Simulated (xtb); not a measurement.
A run for xtb: GFN2-xTB on CH6OS (a complex), monomers drawn apart or pushed together.

```
$ xtb mol.xyz --gfn 2 --sp --chrg 0 --uhf 0
9

O      0.26080224    -0.08704100     0.28512645
H      0.83101260    -0.70921163    -0.17930911
H     -0.61837091    -0.21400304    -0.08751087
C      0.83989855     0.81620027     4.65871385
S      0.24707833    -0.81033892     4.08654967
H      0.15109374     1.60837169     4.37253797
H      0.88699682     0.76605097     5.74520254
H      1.83453539     1.02995847     4.27283833
H      0.26335222    -0.53103254     2.76943234
```

Question: Give the final energy of this run.

Answer: -12.4862 hartree.
